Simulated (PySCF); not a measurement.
## From computed data to an observable: chemical shift, span and skew from a shielding tensor

Al(Cl)(Me)(vinyl) (C3H6AlCl), SMILES C=[CH][Al]([CH3])[Cl]. Atoms are numbered in the order given.

```xyz
11

Al     0.2046    -0.0392     0.0000
Cl    -0.6328    -1.9898     0.0000
C      2.1446     0.1352     0.0000
H      2.4826     1.1840     0.0000
H      2.5803    -0.3611    -0.8842
H      2.5803    -0.3611     0.8842
C     -1.0209     1.4631     0.0000
C     -0.5719     2.7315     0.0000
H     -2.1110     1.3225     0.0000
H     -1.2427     3.6007     0.0000
H      0.4991     2.9720     0.0000
```

Geometry optimised at B3LYP-D3(BJ)/def2-SVP. The structure was generated by enumeration; whether it is a known compound was not checked. The values are those of a single conformer.

GIAO shieldings from PBE/pcSseg-1 in PySCF, non-relativistic, no solvent. The symmetric part of the tensor of C3 has the principal values 184.3, 195.7, 200.3 ppm. The same nucleus in TMS has σ = 182.0 ppm at this level (PySCF, at its B3LYP-D3(BJ)/def2-TZVP geometry). Without spin–orbit terms, shifts of atoms bonded to Cl or Br come out too high.

### Question
Work out the isotropic shielding, the ¹³C shift against TMS, the span and the skew.

### Answer

σ(iso) = (σ11 + σ22 + σ33)/3 = 193.4 ppm. δ = σ(ref) − σ(iso) = 182.0 − (193.4) = -11.4 ppm.
Span Ω = σ33 − σ11 = 16.0 ppm. Skew κ = 3(σ(iso) − σ22)/Ω = -0.43. Tumbling in solution averages the tensor to δ; in a static solid the shielding alone would spread this spin-1/2 line over Ω.
